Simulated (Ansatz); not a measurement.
```xyz
5

N     0.928    0.504    1.822
C     0.422    0.229    0.828
B    -0.259   -0.140   -0.508
F    -1.335   -0.879   -0.508
F     0.244    0.286   -1.635
```

Total charge 0; spin multiplicity 1.

List the r2SCAN/def2-TZVPP orbital energies in eV (the Gaussian-basis code of Ansatz). (Estimate.)

Ansatz gave: Occupied: -667.97, -667.97, -386.45, -274.51, -184.83, -33.88, -33.17, -24.63, -16.74, -15.17, -14.72, -13.55, -12.05, -11.90, -11.63, -9.80, -9.77, -9.59. Lowest empty: -3.08, -1.15, 0.67, 1.99, 2.16, 3.34, 3.35, 4.37.
